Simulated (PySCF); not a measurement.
Ranking problems on computed properties.

Each SMILES stands for a single optimised conformer of the isolated species, non-relativistic unless stated; the electronic structure was computed with PySCF and density fitting.

Dipoles, sizes and rotational constants follow the conformer. The torsions of the flexible species, by atom-mapped SMILES:
- `[NH2:1][Ge@H:2]([Br:3])[CH:4]1[CH2:5][CH2:6]1`: N1–Ge2–C4–C5 53°, H–N1–Ge2–Br3 -23°, H–N1–Ge2–Br3 -147°
- `[CH2:1]=[CH:2][CH2:3][Ge@H:4]([NH2:5])[Br:6]`: C1–C2–C3–Ge4 -99°, C2–C3–Ge4–N5 51°, H–N5–Ge4–C3 -177°, H–N5–Ge4–C3 -48°
- `[CH2:1]=[CH:2][CH2:3][NH:4][GeH2:5][Br:6]`: C1–C2–C3–N4 -2°, C2–C3–N4–Ge5 -104°, C3–N4–Ge5–Br6 -64°
- `[NH2:1][Ge:2]1([Br:3])[CH2:4][CH2:5][CH2:6]1`: H–N1–Ge2–Br3 173°, H–N1–Ge2–Br3 45°
- `[OH:1][SiH2:2][CH2:3][Cl:4]`: O1–Si2–C3–Cl4 -54°, H–O1–Si2–C3 46°
- `[CH3:1][O:2][C:3](=[O:4])[CH2:5][C:6](=[O:7])[O:8][CH3:9]`: C1–O2–C3–O4 0°, O2–C3–C5–C6 -137°, C3–C5–C6–O7 59°, C5–C6–O8–C9 180°
- `[CH3:1][CH+:2]/[CH:3]=[CH:4]/[CH:5]1[CH2:6][CH2:7][CH2:8]1`: C1–C2–C3–C4 178°, C3–C4–C5–C6 162°

The conformers of `CC1(C)C[P@](C)(=O)c2ccccc21` aren't listed.

Question: Rank by vertical ionisation energy, highest first (ΔSCF wB97X-D/def2-SVPD at PBE0-D3(BJ)/def2-SVP geometries).
A. `C=C[CH2][Ge@H]([NH2])[Br]`
B. `N=C1CC(F)C1`
C. `[NH2][Ge@H]([Br])[CH]1CC1`
D. `C=CC[NH][GeH2][Br]`

Answer: B (9.93 eV), C (9.74 eV), A (9.34 eV), D (9.16 eV).

Question: Give the two extremes of that set in kJ/mol.

Answer: `C=CC[NH][GeH2][Br]`: 884 kJ/mol; `N=C1CC(F)C1`: 958 kJ/mol.

Question: Rank by electronic spatial extent ⟨r²⟩ about the centre of nuclear charge, lowest first (wB97X-D/def2-SVPD at PBE0-D3(BJ)/def2-SVP geometries).
A. `C=C[CH2][Ge@H]([NH2])[Br]`
B. `[Br][Ge]1([NH2])[CH2]C[CH2]1`
C. `[NH2][Ge@H]([Br])[CH]1CC1`
D. `N=C1CC(F)C1`

Answer: D (569 bohr²), B (1306 bohr²), C (1369 bohr²), A (1451 bohr²).

Question: By how much do the two ends of that ranking differ?

Answer: By 882 bohr², between `C=C[CH2][Ge@H]([NH2])[Br]` and `N=C1CC(F)C1`.

Question: Rank by lowest singlet excitation, lowest first (TDDFT PBE0/def2-SVPD at PBE0-D3(BJ)/def2-SVP geometries).
A. `CC1(C)C[P@](C)(=O)c2ccccc21`
B. `C[CH+]/C=C/C1CCC1`
C. `COC(=O)CC(=O)OC`
D. `O[SiH2]CCl`

Answer: B (3.92 eV), A (5.23 eV), C (5.87 eV), D (6.55 eV).

Question: Give the two extremes of that set as wavelengths.

Answer: `C[CH+]/C=C/C1CCC1`: 316 nm; `O[SiH2]CCl`: 189 nm.

Question: Rank by HOMO–LUMO gap, highest first (PBE0/def2-SVPD at PBE0-D3(BJ)/def2-SVP geometries).
A. `COC(=O)CC(=O)OC`
B. `C[CH+]/C=C/C1CCC1`
C. `BrC1=NSC=N1`
D. `CC1(C)C[P@](C)(=O)c2ccccc21`

Answer: A (8.06 eV), D (6.40 eV), C (6.03 eV), B (4.60 eV).

Question: Rank by HOMO energy, highest first (PBE0/def2-SVPD at PBE0-D3(BJ)/def2-SVP geometries).
A. `CC1(C)C[P@](C)(=O)C2=CC=CC=C21`
B. `COC(=O)CC(=O)OC`
C. `Brc1ncsn1`
D. `C[CH+]/C=C/C1CCC1`

Answer: A (-7.32 eV), C (-7.91 eV), B (-8.28 eV), D (-12.66 eV).

Question: By how much do the two ends of that ranking differ?

Answer: By 5.34 eV, between `CC1(C)C[P@](C)(=O)c2ccccc21` and `C[CH+]/C=C/C1CCC1`.

Question: Rank by static isotropic polarisability, highest first (PBE0/def2-SVPD at PBE0-D3(BJ)/def2-SVP geometries).
A. `c12c([P@](CC1(C)C)(=O)C)cccc2`
B. `C[CH+]/C=C/C1CCC1`
C. `COC(=O)CC(=O)OC`
D. `O[SiH2]CCl`

Answer: A (149.4 au), B (106.8 au), C (74.9 au), D (57.4 au).

Question: By how much do the two ends of that ranking differ?

Answer: By 92.0 au, between `CC1(C)C[P@](C)(=O)c2ccccc21` and `O[SiH2]CCl`.
